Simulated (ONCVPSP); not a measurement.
What the settings do to the ONCV potential of Pt (Z = 78)

Base potential:

```json
{
 "Element": "Pt (Z = 78)",
 "Generator": "ONCVPSP 4.0.1",
 "Type": "optimised norm-conserving Vanderbilt (ONCV)",
 "Functional": "PBE",
 "Relativity": "fully relativistic",
 "Frozen core": "[Kr] 4d10",
 "Valence charge": "32",
 "Reference configuration": "4f14 5s2 5p6 5d9 6s1",
 "Partial waves": "5s+6s: rc 1.75 bohr, ncon 3, nbas 8, qcut 7.2 1/bohr, 2 projectors; 5p: rc 1.70 bohr, ncon 4, nbas 8, qcut 6.2 1/bohr, 2 projectors, debl 2.6 Ha; 5d: rc 1.65 bohr, ncon 4, nbas 8, qcut 5.2 1/bohr, 2 projectors, debl 2 Ha; 4f: rc 0.60 bohr, ncon 3, nbas 8, qcut 34.2 1/bohr, 2 projectors, debl 4 Ha",
 "Local potential": "polynomial inside 0.55 bohr (lpopt 5, dvloc0 0 Ha)",
 "Core correction": "Teter function, fcfact 4, rcfact 1.25"
}
```

Open shells are filled in proportion to 2j + 1.

All-electron outer shells of the reference configuration (PBE, scalar-relativistic, ld1.x):

| shell | level (eV) | outermost node (bohr) | outermost maximum (bohr) |
| --- | --- | --- | --- |
| 4d | -306.83 | 0.20 | 0.42 |
| 5s | -101.82 | 0.49 | 0.87 |
| 4f | -70.08 | – | 0.38 |
| 5p | -56.02 | 0.53 | 0.98 |
| 5d | -6.14 | 0.57 | 1.26 |
| 6s | -5.66 | 1.14 | 2.38 |

Cutoffs, loose and tight: the cutoffs (Ha) at which the residual kinetic energy of the hardest occupied pseudo-wave falls to 1 and 0.1 mHa per electron. They do not see the model core or the augmentation charge, which bear on the density cutoff. Test errors are all-electron minus pseudo excitation energies from the reference, over the configurations 4f14 5s2 5p6 5d9 6s0; 4f14 5s2 5p6 5d8 6s0; 4f14 5s2 5p6 5d7 6s0; 4f14 5s2 5p6 5d6 6s0. A dash means not determined; rows that change the core or the reference have their own tests. The largest error is taken over the tests solved by every variant that gives reliable tests at all: 4f14 5s2 5p6 5d7 6s0; 4f14 5s2 5p6 5d8 6s0; 4f14 5s2 5p6 5d9 6s0.

1 further variants are left out, since the program set their typed debl aside.

A true bound ghost makes a file unfit for plane-wave use even where its test errors are small: the radial tests pick states by their node count and pass the ghost by.

| change | outcome | cutoff, loose | cutoff, tight | bound ghosts | GHOST(+) flags above zero | largest test error (meV) |
| --- | --- | --- | --- | --- | --- | --- |
| base | generated | 421 Ha | 467 Ha | s, p3/2, p1/2 | s, d5/2, d3/2 | +3.4 |
| core correction Teter function, fcfact 4, rcfact 1.8 | generated | 421 Ha | 467 Ha | s, p3/2, p1/2 | s, d5/2, d3/2 | -3.0 |
| d: qcut 4.8 | generated | 421 Ha | 467 Ha | s, p3/2, p1/2, d3/2 | s, d5/2 | +4.2 |
| scalar-relativistic | generated | 421 Ha | 467 Ha | s, p | s, d | -11 |
| d: rc 1.18 | generated | 421 Ha | 467 Ha | s, p3/2, p1/2 | s, d5/2, d3/2 | +4.5 |

Q: What comes out with this change to the base: d: nproj 3?

A: outcome: generated; cutoff, loose: 421 Ha; cutoff, tight: 467 Ha; bound ghosts: s, p3/2, p1/2, d3/2; GHOST(+) flags above zero: s, d5/2, d3/2; largest test error (meV): +6.6.

Q: What comes out with this change to the base: s: qcut 7.7; p: qcut 6.6; d: qcut 5.5; f: qcut 36.5?

A: outcome: generated; cutoff, loose: 437 Ha; cutoff, tight: 490 Ha; bound ghosts: s, p3/2, p1/2; GHOST(+) flags above zero: d5/2, d3/2; largest test error (meV): +2.6.

Q: What comes out with this change to the base: f: rc 0.72?

A: outcome: generated; cutoff, loose: 352 Ha; cutoff, tight: 397 Ha; bound ghosts: s, p3/2, p1/2; GHOST(+) flags above zero: s, d5/2, d3/2; largest test error (meV): +3.3.
